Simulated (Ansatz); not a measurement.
`CO[Si](C)(OC)O[SiH3]`, charge 0, multiplicity 1.

Give a relaxed structure at PBE0-D4/def2-TZVP (the Gaussian-basis code of Ansatz). (Estimate.)

Computed: 
Cartesian coordinates in Å:
```
C -1.870 -0.790 1.378
O -0.579 -0.254 1.560
Si 0.322 0.362 0.345
C 1.836 1.078 1.115
O 0.645 -0.789 -0.778
C 1.297 -2.004 -0.498
O -0.520 1.488 -0.479
Si -1.179 1.701 -1.963
H -1.885 -1.554 0.593
H -2.588 -0.007 1.114
H -2.186 -1.250 2.316
H 1.569 1.879 1.808
H 2.386 0.319 1.676
H 2.498 1.490 0.351
H 1.209 -2.652 -1.372
H 2.362 -1.846 -0.293
H 0.850 -2.516 0.362
H -2.168 0.631 -2.258
H -0.130 1.698 -3.015
H -1.869 3.015 -1.963
```
This is one stationary point; other conformers may exist.
